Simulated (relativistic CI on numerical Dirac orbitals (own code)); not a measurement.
## Calculated levels, Re⁷²⁺

These numbers are calculated, not measured: Dirac-Coulomb-Breit CI, KLI orbitals optimised for each configuration, QED by a radiative potential, unscaled Slater integrals (own radial code, finite nucleus).

Configuration list (outside the closed core 1s2): 2s, 2p, 3s, 3p, 3d, 4s, 4p, 4d, 4f, 5s, 5p, 5d, 5f, 5g, 6s, 6p, 6d. Levels of other configurations are missing.

The lowest level is 2s 2S_1/2, with 100 % of that term; Hund's rules for 2s give 2S with J = 1/2, in agreement.

```
No.  Configuration  Term    J   E (eV)    %  Landé g  jj configuration (%)
  1             2s    2S  1/2      0.0  100    1.949              2s (100)
  2             2p   2P°  1/2    198.7  100    0.613           2p1/2 (100)
  3             2p   2P°  3/2   1797.2  100    1.295           2p3/2 (100)
  4             3s    2S  1/2  11498.8  100    1.979              3s (100)
  5             3p   2P°  1/2  11552.3  100    0.643           3p1/2 (100)
  6             3p   2P°  3/2  12029.0  100    1.317           3p3/2 (100)
  7             3d    2D  3/2  12041.2  100    0.782           3d3/2 (100)
  8             3d    2D  5/2  12175.1  100    1.184           3d5/2 (100)
  9             4s    2S  1/2  15433.2  100    1.989              4s (100)
 10             4p   2P°  1/2  15454.8  100    0.653           4p1/2 (100)
 11             4p   2P°  3/2  15654.5  100    1.324           4p3/2 (100)
 12             4d    2D  3/2  15659.7  100    0.790           4d3/2 (100)
 13             4d    2D  5/2  15716.5  100    1.191           4d5/2 (100)
 14             4f   2F°  5/2  15716.7  100    0.848           4f5/2 (100)
 15             4f   2F°  7/2  15744.1  100    1.134           4f7/2 (100)
 16             5s    2S  1/2  17220.9  100    1.994              5s (100)
 17             5p   2P°  1/2  17231.6  100    0.658           5p1/2 (100)
 18             5p   2P°  3/2  17333.2  100    1.328           5p3/2 (100)
 19             5d    2D  3/2  17335.8  100    0.793           5d3/2 (100)
 20             5d    2D  5/2  17364.9  100    1.195           5d5/2 (100)
 21             5f   2F°  5/2  17365.0  100    0.851           5f5/2 (100)
 22             5g    2G  7/2  17379.1  100    0.883           5g7/2 (100)
 23             5f   2F°  7/2  17379.1  100    1.137           5f7/2 (100)
 24             5g    2G  9/2  17387.5  100    1.106           5g9/2 (100)
 25             6s    2S  1/2  18178.8  100    1.997              6s (100)
 26             6p   2P°  1/2  18184.9  100    0.660           6p1/2 (100)
 27             6p   2P°  3/2  18243.3  100    1.330           6p3/2 (100)
 28             6d    2D  3/2  18244.8  100    0.795           6d3/2 (100)
 29             6d    2D  5/2  18261.7  100    1.196           6d5/2 (100)
```

Energies count from the lowest computed level; ° marks odd parity. Filled j subshells are mostly left out of the jj labels.

The mean weight of the leading LS term, summed over parents, in these 29 levels is 100 %, and that of the leading jj configuration (from the same eigenvectors) 100 %.

At this charge energies of transitions that change n are usually good to better than 1 %, and those within a shell (Δn = 0) to a few per cent.
